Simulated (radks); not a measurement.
Results of a calculation; reference values are marked as such.
The magnesium ion Mg+ inside a hard spherical wall (all orbitals vanish at R), configuration held at [Ne] 3s1 and not refilled when levels cross. Level of theory: scalar-relativistic Kohn-Sham, LDA (Slater exchange, VWN5 correlation), spin-polarised, spherical densities, finite nucleus; open shells are filled with parallel spins first; Fermi nuclear charge, rms radius 3.057 fm (a radial shooting solver on a logarithmic mesh with Libxc functionals). Eigenvalues in eV for spin up, with the zero of energy where the potential of the charges vanishes at infinity; a dash marks a level that is unbound or too diffuse for the functional's potential to be trusted. A positive occupied level is held by the wall or, in an anion where self-interaction has pushed it up, behind a barrier. The pressure on the wall is -dE/dV.

R (bohr)  E (hartree)  kinetic (hartree)    e(1s)    e(2s)    e(2p)    e(3s)  e(3p, empty)  e(4s, empty)  pressure (GPa)
free       -199.17610            199.184  -1262.6  -88.391  -55.814  -12.002        -7.547        -3.312               0
20         -199.17610            199.184  -1262.6  -88.391  -55.814  -12.002        -7.547        -3.311        < 0.0001
15         -199.17610            199.184  -1262.6  -88.391  -55.814  -12.002        -7.547        -3.288        < 0.0001
10         -199.17608            199.185  -1262.6  -88.389  -55.812  -12.000        -7.538        -2.723        0.000655
7          -199.17422            199.202  -1262.5  -88.274  -55.699  -11.897        -7.261         0.565           0.132
6          -199.16818            199.243  -1262.2  -88.035  -55.462  -11.627        -6.716         4.227           0.721
5          -199.14504            199.360  -1261.6  -87.452  -54.883  -10.745        -5.235        11.886            3.89
3.5        -198.94598            200.055  -1258.9  -85.139  -52.584   -4.336         3.363        46.306            60.4
3          -198.70894            200.772  -1256.8  -83.492  -50.921    2.689        11.641        75.323             179
2          -196.63377            206.904  -1241.9  -73.581  -40.239   54.915        64.820        239.51            3010
1.5        -191.21560            222.019  -1209.9  -52.054  -16.896   161.69        161.68        512.10           21400
